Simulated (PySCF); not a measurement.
# Finite-field polarisability of In (indium, neutral)

[Kr] 4d10 5s2 5p1, 2P determinant. All numbers are calculated (PySCF 2.14, a scalar-relativistic core potential, in aug-cc-pVTZ-PP with ECP28MDF). Frozen: 4s2 4p6 4d10. Energy changes in a uniform field (μhartree):

```json
{"axis": "x", "F (au)": "0.0018", "HF": "-98.028", "MP2": "-97.422", "CCSD": "-96.001", "CCSD(T)": "-96.143"}
{"axis": "x", "F (au)": "0.0036", "HF": "-392.465", "MP2": "-390.037", "CCSD": "-384.342", "CCSD(T)": "-384.911"}
{"axis": "y", "F (au)": "0.0014", "HF": "-101.185", "MP2": "-99.472", "CCSD": "-98.037", "CCSD(T)": "-98.100"}
{"axis": "y", "F (au)": "0.0028", "HF": "-406.340", "MP2": "-399.395", "CCSD": "-393.563", "CCSD(T)": "-393.812"}
```

By symmetry the remaining axis equals x.

Problem. Derive α along x at CCSD(T) from the two fields.

Solution. With ΔE = −αF²/2 − γF⁴/24, α = −(16 ΔE(F) − ΔE(2F))/(6F²) = 59.33 bohr³.

Problem. And the mean polarisability at each level?

Solution. The components xx, yy, zz at CCSD(T) are 59.33, 99.98, 59.33, the third axis being equal by symmetry to one of the two computed. Means: HF 74.70, MP2 73.87, CCSD 72.80, CCSD(T) 72.88 bohr³. Reference: 65 ± 4 bohr³ (recommended; Schwerdtfeger and Nagle, table of static dipole polarizabilities (2023 update)).

CCSD(T) lies more than 5 % above the reference; correlation of the frozen inner shells, absent here, would lower it, and spin-orbit coupling is absent too.
